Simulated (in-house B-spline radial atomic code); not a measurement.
Checks on a self-consistent run for Eu5+, [Kr] 4d10 (4f5/2)2 (4f7/2)2 5s2 (5p1/2)1 (5p3/2)4 (7p3/2)1. Method: Dirac-Hartree-Fock, average of the jj configuration, Fermi nucleus of rms radius 5.1115 fm. Calculated with a B-spline radial code for spherical atoms.

```json
{"orbital": "1s1/2", "q": "2", "ε (Eh)": "-1796.79319", "<1/r>": "70.2183", "<r²>": "0.000679109", "small-component weight": "0.054968"}
{"orbital": "2s1/2", "q": "2", "ε (Eh)": "-302.13296", "<1/r>": "16.7385", "<r²>": "0.0106077", "small-component weight": "0.012135"}
{"orbital": "2p1/2", "q": "2", "ε (Eh)": "-286.06647", "<1/r>": "16.6751", "<r²>": "0.00774533", "small-component weight": "0.012136"}
{"orbital": "2p3/2", "q": "4", "ε (Eh)": "-262.19829", "<1/r>": "14.8128", "<r²>": "0.00897742", "small-component weight": "0.011286"}
{"orbital": "3s1/2", "q": "2", "ε (Eh)": "-71.02741", "<1/r>": "6.11088", "<r²>": "0.0705679", "small-component weight": "0.0038458"}
{"orbital": "3p1/2", "q": "2", "ε (Eh)": "-64.07818", "<1/r>": "6.01205", "<r²>": "0.0660719", "small-component weight": "0.0037718"}
{"orbital": "3p3/2", "q": "4", "ε (Eh)": "-59.11480", "<1/r>": "5.5472", "<r²>": "0.0730234", "small-component weight": "0.0035425"}
{"orbital": "3d3/2", "q": "4", "ε (Eh)": "-47.25567", "<1/r>": "5.40589", "<r²>": "0.0586518", "small-component weight": "0.0033997"}
{"orbital": "3d5/2", "q": "6", "ε (Eh)": "-46.18093", "<1/r>": "5.29015", "<r²>": "0.0605734", "small-component weight": "0.0033329"}
{"orbital": "4s1/2", "q": "2", "ε (Eh)": "-17.59327", "<1/r>": "2.54277", "<r²>": "0.356144", "small-component weight": "0.0012051"}
{"orbital": "4p1/2", "q": "2", "ε (Eh)": "-14.81535", "<1/r>": "2.43303", "<r²>": "0.376724", "small-component weight": "0.001128"}
{"orbital": "4p3/2", "q": "4", "ε (Eh)": "-13.69155", "<1/r>": "2.29067", "<r²>": "0.410201", "small-component weight": "0.0010608"}
{"orbital": "4d3/2", "q": "4", "ε (Eh)": "-9.06297", "<1/r>": "2.07608", "<r²>": "0.467752", "small-component weight": "0.0009001"}
{"orbital": "4d5/2", "q": "6", "ε (Eh)": "-8.82811", "<1/r>": "2.03603", "<r²>": "0.482657", "small-component weight": "0.00087682"}
{"orbital": "4f5/2", "q": "2", "ε (Eh)": "-3.64486", "<1/r>": "1.63789", "<r²>": "0.690267", "small-component weight": "0.00059262"}
{"orbital": "4f7/2", "q": "2", "ε (Eh)": "-3.61335", "<1/r>": "1.62098", "<r²>": "0.70592", "small-component weight": "0.00058286"}
{"orbital": "5s1/2", "q": "2", "ε (Eh)": "-4.67088", "<1/r>": "1.03517", "<r²>": "1.83502", "small-component weight": "0.0002907"}
{"orbital": "5p1/2", "q": "1", "ε (Eh)": "-3.79139", "<1/r>": "0.956486", "<r²>": "2.12842", "small-component weight": "0.00025707"}
{"orbital": "5p3/2", "q": "4", "ε (Eh)": "-3.54837", "<1/r>": "0.9041", "<r²>": "2.32255", "small-component weight": "0.00023563"}
{"orbital": "7p3/2", "q": "1", "ε (Eh)": "-0.86039", "<1/r>": "0.254112", "<r²>": "29.6115", "small-component weight": "3.4023e-05"}
```

Electron-electron repulsion V_ee = 3795.9441 hartree.

(1) What total energy follows from the eigenvalues?

(2) Does the Dirac virial theorem hold?

(3) What diamagnetic shielding (Lamb formula) and susceptibility (Langevin formula) do the radii give?

## Answers

(1) The eigenvalues count the repulsion twice, so E = Σqε - V_ee = -7043.064 - 3795.944 = -10839.009 hartree; the run printed -10839.009.

(2) For a point nucleus E = -2c²Σq·w, with w the small-component weight. Here Σq·w = 0.28856 and c = 137.0360, so the ratio E/(-2c²Σq·w) is 1.000125; the finite nucleus accounts for the departure from 1.

(3) σ = (α²/3)Σq<1/r> = 419.364/(3·137.036²) = 7443.9 ppm, and χ = -0.79199×10⁻⁶·Σq<r²> = -44.83×10⁻⁶ cm³/mol with Σq<r²> = 56.603 bohr². Both are non-relativistic formulas without the paramagnetism of open shells; for so heavy an element the full relativistic shielding is larger by tens of per cent.
